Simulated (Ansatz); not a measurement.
```yaml
crystal:
  periodic: [false, false, false]
  atoms:
    - {symbol: O, position_ang: [-1.539101, 1.326165, 0.277042]}
    - {symbol: In, position_ang: [-0.543456, -0.387090, 0.046632]}
    - {symbol: O, position_ang: [0.137057, -0.822568, -1.782691]}
    - {symbol: O, position_ang: [-0.776116, -1.836714, 1.386190]}
    - {symbol: Se, position_ang: [1.998400, 0.797396, 0.753101]}
    - {symbol: H, position_ang: [-2.180974, 1.278604, 0.989335]}
    - {symbol: H, position_ang: [-0.314029, -0.312685, -2.459801]}
    - {symbol: H, position_ang: [-0.547257, -2.694997, 1.021706]}
    - {symbol: H, position_ang: [1.385564, 2.089829, 0.415543]}
    - {symbol: H, position_ang: [2.379922, 0.562060, -0.647056]}
basis:
  gaussian: {orbitals: ANO-RCC-VTZP}
hamiltonian: {xc: {name: PBE0}}
output: {forces: true}
```

```sh
$ ansatz run in.yaml --threads 4 --pin off --events-out ev --progress --plain --max-ram 11315MiB
```

It prints (some lines left out):

```
Functional definition: PBE0
2166 factors; their error is unknown
mean field evaluation 1: about -232339.4776 eV, gradient 1.0e2 eV
mean field evaluation 2: about -232234.9176 eV, gradient 2.3e2 eV
mean field evaluation 4: about -232355.9614 eV, gradient 2.1e1 eV
mean field evaluation 8: about -232356.7581 eV, gradient 4.4e-1 eV
mean field evaluation 16: about -232357.0923 eV, gradient 9.0e-4 eV
mean field -232357.09234396 eV, -8538.9656463466 hartree, gradient 5.1e-5 eV, S^2 0.000000; 0 other end points of the search recorded, 0 dependent functions left out
reference -232357.09240866 eV, -8538.9656487242 hartree; 56, 56 occupied and 215, 215 virtual orbitals, 2166 factors
Total energy: -232357.09240866 eV, -8538.9656487242 hartree
Relativity: scalar
Atom 0 at    -1.539101     1.326165     0.277042 Å, force    -0.078301    -0.013421     0.083421 eV/Å
Atom 1 at    -0.543456    -0.387090     0.046632 Å, force     0.019254     0.008979    -0.002922 eV/Å
Atom 2 at     0.137057    -0.822568    -1.782691 Å, force    -0.065589     0.055596    -0.073981 eV/Å
Atom 3 at    -0.776116    -1.836714     1.386190 Å, force     0.026537    -0.094463    -0.044166 eV/Å
Atom 4 at     1.998400     0.797396     0.753101 Å, force     0.019331     0.034155    -0.029313 eV/Å
Atom 5 at    -2.180974     1.278604     0.989335 Å, force     0.039699     0.036663    -0.064397 eV/Å
Atom 6 at    -0.314029    -0.312685    -2.459801 Å, force     0.056075    -0.059281     0.028477 eV/Å
Atom 7 at    -0.547257    -2.694997     1.021706 Å, force    -0.027415     0.054802     0.059860 eV/Å
Atom 8 at     1.385564     2.089829     0.415543 Å, force     0.031142    -0.051337    -0.007317 eV/Å
Atom 9 at     2.379922     0.562060    -0.647056 Å, force    -0.020732     0.028308     0.050337 eV/Å
Dipole moment:     0.430955     0.273954    -0.005868 e Å
```

Run time 22 s (4 threads of an Arm Neoverse V1 on a shared host); peak host memory 1.6 GiB.
